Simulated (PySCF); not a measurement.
Excitations are Tamm–Dancoff values on a coarser integration grid. The basis has no diffuse functions, so Rydberg states are missing or too high.

Cartesian coordinates (Å):
SMILES: NC#CN
```xyz
8

N      1.8902     0.1519     0.4584
C      0.5894     0.0682     0.1295
C     -0.5947     0.0349    -0.1181
N     -1.9008     0.0565    -0.4353
H      2.3168    -0.6870     0.8250
H      2.4881     0.6340    -0.1977
H     -2.5370     0.3218     0.3032
H     -2.2448    -0.7212    -0.9802
```
Charge 0, spin multiplicity 1.

Question: Predict the S1 excitation (TDA), HOMO and T1 excitation (TDA) from r2SCAN-D4/def2-TZVP in PySCF 2.14.0.

Answer: 
| Item | Value |
|---|---|
| S1 excitation (TDA) | 5.93 eV |
| HOMO | -4.95 eV |
| T1 excitation (TDA) | 5.51 eV |
